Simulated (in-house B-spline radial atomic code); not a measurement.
Configurations of Br, with energies counted from [Ar] 3d10 4s2 4p5. All numbers are computed (Dirac-Hartree-Fock, average of configuration; Fermi nucleus of rms radius 4.1629 fm) with a radial B-spline atomic code at the basis-set limit, not measured. Energies include first-order Breit, QED and recoil terms.

Occupations are held fixed; configurations that lie above the ionisation limit could autoionise.

```
            configuration  E - E(ref) (eV)  highest orbital  its <r> (bohr)
    [Ar] 3d10 4s2 4p4 5d1           10.619            5d3/2           18.98
    [Ar] 3d10 4s2 4p4 7s1           10.683            7s1/2           24.18
    [Ar] 3d10 4s2 4p4 7f1           11.253            7f5/2           67.46
        [Ar] 3d10 4s1 4p6           15.117            4p3/2           2.111
     [Ar] 3d9 4s2 4p5 4f1           76.177            4f5/2           17.99
     [Ar] 3d9 4s2 4p5 5g1           76.484            5g9/2            27.5
[Ne] 3s2 3p5 3d10 4s2 4p6           183.49            4p3/2           1.987
```

Task: Order these further configurations by energy, lowest first.
A. [Ar] 3d10 4s1 4p5 4d1
B. [Ar] 3d10 4s1 4p5 5f1
C. [Ar] 3d9 4s2 4p5 7f1
D. [Ar] 3d10 4s2 4p4 8d1
E. [Ar] 3d10 4s2 4p4 6g1

Result: E (11.153 eV), D (11.24 eV), A (24.91 eV), B (26.016 eV), C (76.75 eV).

Task: How far above the reference does [Ar] 3d9 4s2 4p6 lie?

Result: 63.949 eV; its least bound orbital is 4p3/2 with <r> = 1.991 bohr.

Task: How far above the reference does [Ar] 3d10 4s2 4p4 6f1 lie?

Result: 11.153 eV; its least bound orbital is 6f5/2 with <r> = 47.96 bohr.
